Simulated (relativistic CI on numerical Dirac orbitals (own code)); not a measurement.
## Fe⁷⁺: resonant inelastic scattering at the M2,3 edge

Computed with this model: Dirac-Coulomb-Breit CI, separate exchange-only KLI orbitals for each configuration, model QED (radiative potential, 1s self-energy scaled to tabulated hydrogen-like ionisation energies), valence Slater integrals scaled by 0.8, Kramers-Heisenberg scattering through one core-hole configuration in a parametric crystal field; configurations [Ar] 3d → [Ne] 3s2 3p5 3d2; 300 K; core-hole width 0.8 eV; summed over polarisations. Incident energies are the highest absorption maxima for each field (at most a few, so the weaker spin-orbit partner edge can be absent), on the computed scale of the free ion. Intensities are in per cent of the strongest line above 0.02 eV; levels within 1 cm⁻¹ are merged; final levels count from the ground level, the first row holds all elastic scattering, lines under 0.4 are left out and each table stops after 24 rows. The scale of the Slater integrals is a model choice and moves the terms in proportion.

Field parameters in Wybourne normalisation: D3d B²₀ = −7Dσ, B⁴₀ = −14Dq − 21Dτ, B⁴₃ = −14√(10/7) Dq. The field is a parameter set, without covalency.

S is read from ⟨S²⟩ = S(S + 1).

D3d, 10Dq = 25750, Dσ = -1200, Dτ = 190 cm⁻¹:

```csv
Final level (eV),Degeneracy,Irrep,S,68.2 eV,69 eV,73.5 eV
0.000,2,Γ5+Γ6,0.50,206.3,85.0,251.7
0.098,2,Γ4,0.50,20.3,27.9,97.6
0.377,2,Γ4,0.50,11.3,38.4,100.0
3.474,2,Γ4,0.50,16.4,16.0,40.6
3.492,2,Γ5+Γ6,0.50,23.2,24.7,28.9
```

D3d, 10Dq = 25750, Dσ = -860, Dτ = 190 cm⁻¹:

| Final level (eV) | Degeneracy | Irrep | S | 68.2 eV | 68.9 eV | 73.4 eV |
| --- | --- | --- | --- | --- | --- | --- |
| 0.000 | 2 | Γ5+Γ6 | 0.50 | 172.9 | 77.3 | 212.8 |
| 0.082 | 2 | Γ4 | 0.50 | 21.6 | 23.1 | 82.0 |
| 0.252 | 2 | Γ4 | 0.50 | 9.5 | 31.1 | 100.0 |
| 3.415 | 2 | Γ4 | 0.50 | 14.7 | 13.2 | 29.5 |
| 3.430 | 2 | Γ5+Γ6 | 0.50 | 20.9 | 20.4 | 23.3 |

D3d, 10Dq = 25750, Dσ = -510, Dτ = 190 cm⁻¹:

```
Final level (eV)  Degeneracy  Irrep     S  68.2 eV  73.5 eV  76.2 eV
           0.000           2  Γ5+Γ6  0.50    158.1    190.4     19.2
           0.035           2     Γ4  0.50     20.7     57.6      4.3
           0.157           2     Γ4  0.50      7.1    100.0      4.8
           3.359           2     Γ4  0.50     15.0     29.9     37.5
           3.370           2  Γ5+Γ6  0.50     18.6     25.4     38.0
```

For the first field the strongest loss at the lowest incident energy is the level at 3.49 eV (S = 0.50, against 0.50 in the thermal ground state).
